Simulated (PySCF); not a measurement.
Molecule: `COCC(F)(F)F`, C3H5F3O.

Bonds (- single, = double, # triple, : aromatic): C1-O2 1.403 Å, O2-C3 1.382 Å, C3-C4 1.520 Å, C4-F5 1.337 Å, C4-F6 1.341 Å, C4-F7 1.330 Å. C1 carries H8, H9, H10; C3 carries H11, H12.

Geometry PBE0-D3(BJ)/def2-SVP throughout; GIAO in PySCF, gas phase, one conformer, non-relativistic; equivalent atoms averaged; functional PBE0.

For orientation, def2-TZVP gives these absolute shieldings σ: C4 54.3, C3 114.8, C1 126.8, O2 325.6, F5/F6/F7 260.6, H11/H12 27.92, H8/H9/H10 28.05 ppm.

A run gave: C4 45.9, C3 116.8, C1 130.3, O2 348.4, F5/F6/F7 268.7, H11/H12 28.72, H8/H9/H10 29.05 ppm (absolute shieldings σ).

Q: Which basis set was used in that run?
A. cc-pVDZ
B. IGLO-III
C. STO-3G
D. pcSseg-0

A: D. H8/H9/H10 tells them apart best: pcSseg-0 gives 29.05, cc-pVDZ gives 28.04, IGLO-III gives 27.89, STO-3G gives 30.77 ppm.
